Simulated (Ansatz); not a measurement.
Ansatz (an electronic-structure program) input file for CH4Se2, SMILES C[Se][SeH], B3LYP-D3(BJ)/def2-SVP. 

Ansatz 0.2 input:
```yaml
crystal:
  periodic: [false, false, false]
  atoms:
    - {symbol: Se, position_ang: [0.33062143, 0.71269005, 0.64000816]}
    - {symbol: C, position_ang: [2.09878170, 0.48468762, -0.19701922]}
    - {symbol: H, position_ang: [2.75227634, 1.23524733, 0.23716281]}
    - {symbol: H, position_ang: [2.01096096, 0.63893700, -1.26920093]}
    - {symbol: H, position_ang: [2.47773467, -0.51096161, 0.01663758]}
    - {symbol: Se, position_ang: [-0.89358014, -0.78096936, -0.58322320]}
    - {symbol: H, position_ang: [-0.69306639, -1.94985158, 0.26682728]}
basis:
  gaussian:
    orbitals: def2-SVP
hamiltonian:
  xc: b3lyp
  dispersion: d3bj
relax: {f_tol: 0.002, max_steps: 200}
```

Log of the run:

```
Functional definition: B3LYP
integrals: 0.05 GiB planned
1039 factors; integrals over basis functions are off by at most 3.7e-4 eV
mean field: 0.50 GiB planned
mean field evaluation 1: about -131782.7586 eV, gradient 4.2e1 eV
mean field evaluation 2: about -131778.8119 eV, gradient 5.4e1 eV
mean field evaluation 4: about -131786.9451 eV, gradient 1.6e0 eV
mean field evaluation 8: about -131786.9605 eV, gradient 3.0e-2 eV
mean field -131786.96055131 eV, -4843.0814718506 hartree, gradient 2.1e-5 eV, S^2 0.000000; 0 other end points of the search recorded, 0 dependent functions left out
the calculation of the forces begins
reference -131786.96076249 eV, -4843.0814796112 hartree; 39, 39 occupied and 59, 59 virtual orbitals, 1039 factors
relax step   1: F+E_penalty+E_count = -131787.26136157 eV  Δ(F+E_penalty+E_count) = +0.000e0 eV  max|allowed force component| = 7.791e-1 eV/Å  Δτ_max = 0.0000 Å  (25 SCF iters, accepted)
these checks for a lower state are left out or cut short: starts, cluster_reference, orbital_swaps, neighbouring_geometries, increment
integrals: 0.05 GiB planned
1039 factors; integrals over basis functions are off by at most 3.8e-4 eV
mean field: 0.49 GiB planned
mean field evaluation 16: about -131786.9796 eV, gradient 3.0e0 eV
mean field -131787.00747436 eV, -4843.0831962408 hartree, gradient 3.8e-5 eV, S^2 0.000000; 0 other end points of the search recorded, 0 dependent functions left out
the calculation of the forces begins
reference -131787.00768747 eV, -4843.0832040723 hartree; 39, 39 occupied and 59, 59 virtual orbitals, 1039 factors
relax step   2: F+E_penalty+E_count = -131787.30456825 eV  Δ(F+E_penalty+E_count) = -4.321e-2 eV  max|allowed force component| = 1.814e-1 eV/Å  Δτ_max = 0.0453 Å  (25 SCF iters, accepted)
these checks for a lower state are left out or cut short: starts, cluster_reference, orbital_swaps, neighbouring_geometries, increment
integrals: 0.05 GiB planned
1039 factors; integrals over basis functions are off by at most 3.9e-4 eV
mean field: 0.49 GiB planned
mean field -131787.00748318 eV, -4843.0831965648 hartree, gradient 3.4e-5 eV, S^2 0.000000; 0 other end points of the search recorded, 0 dependent functions left out
the calculation of the forces begins
reference -131787.00769606 eV, -4843.0832043881 hartree; 39, 39 occupied and 59, 59 virtual orbitals, 1039 factors
relax step   3: F+E_penalty+E_count = -131787.30541128 eV  Δ(F+E_penalty+E_count) = -8.430e-4 eV  max|allowed force component| = 8.834e-2 eV/Å  Δτ_max = 0.0417 Å  (25 SCF iters, accepted)
these checks for a lower state are left out or cut short: starts, cluster_reference, orbital_swaps, neighbouring_geometries, increment
integrals: 0.05 GiB planned
1039 factors; integrals over basis functions are off by at most 3.9e-4 eV
mean field: 0.49 GiB planned
mean field -131787.00871664 eV, -4843.0832418938 hartree, gradient 1.1e-5 eV, S^2 0.000000; 0 other end points of the search recorded, 0 dependent functions left out
the calculation of the forces begins
reference -131787.00892961 eV, -4843.0832497202 hartree; 39, 39 occupied and 59, 59 virtual orbitals, 1039 factors
relax step   4: F+E_penalty+E_count = -131787.30632602 eV  Δ(F+E_penalty+E_count) = -9.147e-4 eV  max|allowed force component| = 2.971e-2 eV/Å  Δτ_max = 0.0163 Å  (24 SCF iters, accepted)
these checks for a lower state are left out or cut short: starts, cluster_reference, orbital_swaps, neighbouring_geometries, increment
integrals: 0.05 GiB planned
1039 factors; integrals over basis functions are off by at most 3.9e-4 eV
mean field: 0.49 GiB planned
mean field evaluation 32: about -131786.9941 eV, gradient 1.0e0 eV
mean field -131787.00876005 eV, -4843.0832434888 hartree, gradient 3.1e-5 eV, S^2 0.000000; 0 other end points of the search recorded, 0 dependent functions left out
the calculation of the forces begins
reference -131787.00897319 eV, -4843.0832513218 hartree; 39, 39 occupied and 59, 59 virtual orbitals, 1039 factors
relax step   5: F+E_penalty+E_count = -131787.30623301 eV  Δ(F+E_penalty+E_count) = +9.300e-5 eV  max|allowed force component| = 5.900e-2 eV/Å  Δτ_max = 0.0267 Å  (25 SCF iters, rejected (line search))
these checks for a lower state are left out or cut short: starts, cluster_reference, orbital_swaps, neighbouring_geometries, increment
integrals: 0.05 GiB planned
1039 factors; integrals over basis functions are off by at most 3.9e-4 eV
mean field: 0.49 GiB planned
mean field -131787.00892700 eV, -4843.0832496243 hartree, gradient 2.9e-5 eV, S^2 0.000000; 0 other end points of the search recorded, 0 dependent functions left out
the calculation of the forces begins
reference -131787.00914003 eV, -4843.0832574529 hartree; 39, 39 occupied and 59, 59 virtual orbitals, 1039 factors
relax step   6: F+E_penalty+E_count = -131787.30654359 eV  Δ(F+E_penalty+E_count) = -2.176e-4 eV  max|allowed force component| = 5.611e-3 eV/Å  Δτ_max = 0.0133 Å  (25 SCF iters, accepted)
these checks for a lower state are left out or cut short: starts, cluster_reference, orbital_swaps, neighbouring_geometries, increment
integrals: 0.05 GiB planned
1039 factors; integrals over basis functions are off by at most 3.9e-4 eV
mean field: 0.49 GiB planned
mean field -131787.00892181 eV, -4843.0832494336 hartree, gradient 1.0e-5 eV, S^2 0.000000; 0 other end points of the search recorded, 0 dependent functions left out
the calculation of the forces begins
reference -131787.00913484 eV, -4843.0832572623 hartree; 39, 39 occupied and 59, 59 virtual orbitals, 1039 factors
relax step   7: F+E_penalty+E_count = -131787.30656036 eV  Δ(F+E_penalty+E_count) = -1.677e-5 eV  max|allowed force component| = 3.081e-3 eV/Å  Δτ_max = 0.0039 Å  (22 SCF iters, accepted)
these checks for a lower state are left out or cut short: starts, cluster_reference, orbital_swaps, neighbouring_geometries, increment
integrals: 0.05 GiB planned
1039 factors; integrals over basis functions are off by at most 3.9e-4 eV
mean field: 0.49 GiB planned
mean field -131787.00886748 eV, -4843.0832474370 hartree, gradient 1.5e-5 eV, S^2 0.000000; 0 other end points of the search recorded, 0 dependent functions left out
the calculation of the forces begins
reference -131787.00908049 eV, -4843.0832552650 hartree; 39, 39 occupied and 59, 59 virtual orbitals, 1039 factors
relax step   8: F+E_penalty+E_count = -131787.30656392 eV  Δ(F+E_penalty+E_count) = -3.555e-6 eV  max|allowed force component| = 2.066e-3 eV/Å  Δτ_max = 0.0042 Å  (22 SCF iters, accepted)
these checks for a lower state are left out or cut short: starts, cluster_reference, orbital_swaps, neighbouring_geometries, increment
integrals: 0.05 GiB planned
1039 factors; integrals over basis functions are off by at most 3.9e-4 eV
mean field: 0.49 GiB planned
mean field -131787.00887705 eV, -4843.0832477884 hartree, gradient 1.8e-5 eV, S^2 0.000000; 0 other end points of the search recorded, 0 dependent functions left out
the calculation of the forces begins
reference -131787.00909006 eV, -4843.0832556166 hartree; 39, 39 occupied and 59, 59 virtual orbitals, 1039 factors
relax step   9: F+E_penalty+E_count = -131787.30656487 eV  Δ(F+E_penalty+E_count) = -9.511e-7 eV  max|allowed force component| = 9.809e-4 eV/Å  Δτ_max = 0.0007 Å  (19 SCF iters, accepted)
integrals: 0.05 GiB planned
1039 factors; integrals over basis functions are off by at most 3.9e-4 eV
mean field: 0.49 GiB planned
mean field evaluation 64: about -131786.9972 eV, gradient 5.7e-1 eV
mean field -131787.00887705 eV, -4843.0832477884 hartree, gradient 1.8e-5 eV, S^2 0.000000; 1 other end points of the search recorded, 0 dependent functions left out
the calculation of the forces begins
reference -131787.00909006 eV, -4843.0832556167 hartree; 39, 39 occupied and 59, 59 virtual orbitals, 1039 factors
Total energy: -131787.30677788 eV, -4843.0941954423 hartree
Atom 0 at     0.333759     0.755001     0.634342 Å, force    -0.000830     0.000950     0.000299 eV/Å
Atom 1 at     2.096945     0.486449    -0.199498 Å, force    -0.000153    -0.000858    -0.000008 eV/Å
Atom 2 at     2.767568     1.228008     0.260871 Å, force    -0.000239    -0.000214     0.000025 eV/Å
Atom 3 at     2.034270     0.662738    -1.280530 Å, force     0.000048    -0.000147     0.000382 eV/Å
Atom 4 at     2.466135    -0.526180     0.006720 Å, force     0.000981     0.000318    -0.000693 eV/Å
Atom 5 at    -0.937917    -0.802256    -0.590263 Å, force     0.000275    -0.000071     0.000067 eV/Å
Atom 6 at    -0.677032    -1.973981     0.279551 Å, force    -0.000082     0.000022    -0.000071 eV/Å
Dipole moment:     0.288418    -0.106031    -0.013804 e Å
```

The run converged.
